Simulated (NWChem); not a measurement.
System meant: CH₆OSiZn; SMILES C[O][Zn][SiH3]

The following NWChem deck was run.

```
start job
memory heap 200 mb stack 900 mb global 1100 mb
geometry units angstroms noautoz
  Zn    -0.726210     0.052498     0.003233
  O     -1.141161     1.758310     0.019362
  C     -0.376693     2.937319     0.002204
  H     -1.050873     3.804708     0.028238
  H      0.295031     3.018895     0.871870
  H      0.239173     3.028834    -0.906926
  Si    -0.477078    -2.243785    -0.005635
  H     -0.996476    -2.857066    -1.262383
  H     -1.207140    -2.885181     1.126252
  H      0.954331    -2.646631     0.116324
end
basis spherical
  * library def2-svp
end
dft
  xc pbe0
  iterations 4
  mulliken
end
task dft energy
```

End of the output:

```
    Atom       Charge   Shell Charges
 -----------   ------   -------------------------------------------------------
    1 Zn  30    29.46   2.00  2.00  1.95  0.66  0.23  5.99  5.91  0.76  7.76  2.19  0.00
    2 O    8     8.45   1.97  0.92  0.64  2.74  2.17  0.02
    3 C    6     5.96   1.96  0.57  0.31  1.81  1.16  0.13
    4 H    1     0.99   0.66  0.27  0.06
    5 H    1     1.00   0.66  0.28  0.06
    6 H    1     1.00   0.66  0.28  0.06
    7 Si  14    13.90   2.00  1.94  0.70  0.39  5.82  1.34  1.54  0.18
    8 H    1     1.08   0.63  0.42  0.03
    9 H    1     1.08   0.63  0.42  0.03
   10 H    1     1.08   0.63  0.42  0.03

 center of mass
 --------------
 x =  -0.03689307 y =  -0.01507711 z =  -0.00017718

 moments of inertia (a.u.)
 ------------------
        1269.344031741344           0.000000000000           0.000000000000
           0.000000000000          52.915275320139          -0.000000000000
           0.000000000000          -0.000000000000        1290.161309443206

     Multipole analysis of the density
     ---------------------------------

     L   x y z        total         alpha         beta         nuclear
     -   - - -        -----         -----         ----         -------
     0   0 0 0     -0.000000    -32.000000    -32.000000     64.000000

     1   1 0 0      0.409171      0.204586      0.204586      0.000000
     1   0 1 0     -0.070565     -0.035282     -0.035282     -0.000000
     1   0 0 1     -0.002962     -0.001481     -0.001481     -0.000000

     2   2 0 0    -30.858637    -29.180637    -29.180637     27.502637
     2   1 1 0      2.122611     -2.654677     -2.654677      7.431965
     2   1 0 1     -0.000422     -0.001746     -0.001746      0.003069
     2   0 2 0    -34.779210   -380.337724   -380.337724    725.896237
     2   0 1 1     -0.002319      0.007928      0.007928     -0.018174
     2   0 0 2    -30.478099    -23.201127    -23.201127     15.924154

 ------------------------------------------------------------------------
 dft energy failed                                                                                  0
 ------------------------------------------------------------------------
 ------------------------------------------------------------------------
  current input line :
    23: task dft energy
 ------------------------------------------------------------------------
 ------------------------------------------------------------------------
 This type of error is most commonly associated with calculations not reaching convergence criteria
 ------------------------------------------------------------------------
 For more information see the NWChem manual at https://nwchemgit.github.io

0:dft energy failed:Received an Error in Communication
```

**Question.** Can this run be used? If not, why, and what is the fix?

**Answer.** Convergence was not reached. Cause: the SCF was allowed too few iterations. This input runs:
```
start job
memory heap 200 mb stack 900 mb global 1100 mb
geometry units angstroms noautoz
  Zn    -0.726210     0.052498     0.003233
  O     -1.141161     1.758310     0.019362
  C     -0.376693     2.937319     0.002204
  H     -1.050873     3.804708     0.028238
  H      0.295031     3.018895     0.871870
  H      0.239173     3.028834    -0.906926
  Si    -0.477078    -2.243785    -0.005635
  H     -0.996476    -2.857066    -1.262383
  H     -1.207140    -2.885181     1.126252
  H      0.954331    -2.646631     0.116324
end
basis spherical
  Zn library def2-svp
  O library def2-svp
  C library def2-svp
  H library def2-svp
  Si library def2-svp
end
dft
  xc pbe0
  iterations 150
  mulliken
end
task dft energy
```
It converges to -2184.88201 Ha (PBE0/def2-SVP).
